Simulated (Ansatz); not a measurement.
`CC[SiH2]P`, relaxed with RKS PBE0-D4/def2-TZVP in Ansatz 0.2.0 from a PBE-D4/def2-SVP geometry. The force threshold is 0.005 eV/Å; the program also tests the step.

Total charge 0; spin multiplicity 1.

Start:

```xyz
13

C     0.753    0.395   -1.508
C    -0.635   -0.041   -1.020
Si   -0.877    0.064    0.861
P     0.644   -1.307    1.881
H     0.836    0.336   -2.613
H     1.555   -0.246   -1.087
H     0.981    1.441   -1.215
H    -0.848   -1.089   -1.323
H    -1.430    0.580   -1.489
H    -0.757    1.497    1.320
H    -2.246   -0.439    1.242
H     0.305   -0.837    3.201
H     1.720   -0.355    1.748
```

(1) How much energy does the relaxation release, and in how many steps? (Best estimate.)

(2) Which bonds change most? (Estimate.)

(3) Give the relaxed structure. (Estimate.)

Answers

(1) The calculation gave: 4.74 kJ/mol, in 5 steps.

(2) Computed: Si3–P4 from 2.288 to 2.260 Å; C2–Si3 from 1.900 to 1.877 Å; P4–H13 from 1.442 to 1.421 Å; P4–H12 from 1.441 to 1.420 Å.

(3) Ansatz gave: 
```xyz
13

C     0.745    0.391   -1.489
C    -0.638   -0.045   -1.014
Si   -0.867    0.062    0.847
P     0.639   -1.279    1.867
H     0.827    0.346   -2.578
H     1.530   -0.250   -1.078
H     0.968    1.417   -1.185
H    -0.842   -1.075   -1.322
H    -1.414    0.572   -1.479
H    -0.745    1.479    1.293
H    -2.216   -0.436    1.236
H     0.300   -0.825    3.170
H     1.711   -0.357    1.733
```
